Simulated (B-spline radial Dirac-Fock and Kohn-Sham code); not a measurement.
# X-ray lines that fill the 2p1/2 vacancy in Br³⁺

System: the Br³⁺ ion, [Ar] 3d10 4s2 4p2, inside a Watson sphere of charge -3 and radius 2.7 Å (a model of the Madelung potential; inside it an electron's potential energy is raised by 16.0 eV).

The run's input, task.json:

```json
{"items": [{
  "Z": 35,
  "q": 3,
  "cfg": [[1, 0, 2], [2, 0, 2], [2, 1, 6], [3, 0, 2], [3, 1, 6], [3, 2, 10], [4, 0, 2], [4, 1, 2]],
  "A": 79,
  "rrms": 4.1629,
  "watson": [-3, 2.7],
  "do": ["binding", "quiet", "decay"],
  "holes": ["K", "L1", "L2", "L3", "M1", "M2", "M3", "M4", "M5", "N1"]
}]}
```

Run with: `python xray_run.py task.json out`

Method: independent-particle radiative and Coulomb Auger rates from relativistic LDA hole-state orbitals, with Dirac-Fock energies. Computed with a radial finite-basis atomic code.

```
 line  multipole  energy (eV)  rate (s⁻¹)  share (%)
L2-M1         E1       1338.1    1.08e+12       3.25
L2-M4         E1       1528.9    3.20e+13       96.2
L2-N1         E1       1588.1    1.68e+11      0.506
```

The listed lines hold 100.0 % of the radiative rate. The radiative width is 0.0219 eV in the length form and 0.0225 eV in the velocity form; the two differ because the transition energies are not eigenvalue differences of the potential that gave the orbitals.
